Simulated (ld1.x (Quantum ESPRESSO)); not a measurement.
niobium, RRKJ: configuration errors across variants

ld1.x (Quantum ESPRESSO) 7.5 input, shortened:

```
&input
   title='Nb', zed=41., rel=1, dft='PBE', iswitch=3,
   config='[Kr] 4d4 5s0.5 5p0.5'
 /
 &inputp
   pseudotype=2, tm=.false., rho0=0.005, lloc=1,
   nlcc=.false.
 /
3
5S  1  0   0.50   0.00  2.95  2.95  0.0
4D  3  2   4.00   0.00  1.70  1.70  0.0
4P  2  1   6.00   0.00  1.50  1.50  0.0
 &test
   configts(1)='4p6 4d4 5s0.5 5p0.5'
 /
```

Occupied shells without a wave of their own: 5p. They enter only through the test configuration that unscreens the potential.

All-electron excitation energies from the reference (eV): (1) 4p6 4d4 5s1 5p0 -1.454; (2) 4p6 4d4 5s0 5p0 5.183; (3) 4p6 4d3 5s0 5p0 19.223; (4) 4p6 4d3 5s1 5p0 5.563; (5) 4p6 4d4.5 5s0.5 5p0 -0.896; (6) 4p6 4d1 5s0 5p0 80.853; (7) 4p6 4d4 5s0.5 5p0 1.184.

On the changes marked as counting shells twice: ld1.x takes every shell without a wave as core, so the model core holds the marked electrons as well and exchange and correlation see them twice. This cancels in the reference configuration, but the file is broken for other ones, and its errors say nothing about a proper core correction.

1 further variants failed, have other tests or too few solved ones, and are left out.

A true bound ghost makes a file unfit for plane-wave use even where its test errors are small: the radial tests pick states by their node count and pass the ghost by.

Errors AE − PS in meV (a dash: test not solved or not reliable):

| change | (1) | (2) | (3) | (4) | (5) | (6) | (7) | bound ghosts |
| --- | --- | --- | --- | --- | --- | --- | --- | --- |
| base | -7.1 | -15 | -12 | -41 | -6.9 | +20 | -10 | s |
| core correction a·sin(br)/r model core inside 0.88 bohr (5p counted twice) | -9.7 | -74 | -148 | -70 | -10 | -380 | -28 | s |
| wave 4d (bound): rc 1.70 bohr becomes 4d (bound): rc 2.48 bohr | -7.0 | -14 | -16 | -34 | -6.6 | +238 | -10 | s |
| all radii scaled by about 1.14 (s 3.36, p 1.70, d 1.94 bohr) | -14 | -27 | -49 | -39 | -12 | -59 | -21 | s |
| wave 5s (bound): rc 2.95 bohr becomes 5s (bound): rc 3.42 bohr | -7.0 | -13 | -27 | -28 | -7.0 | -55 | -11 | s |

Give the same row for: local potential all-electron potential smoothed inside 1.30 bohr (lloc = -1).

-5.3, -11, -6.1, -4.5, -4.2, +25, -7.6; bound ghosts: s.
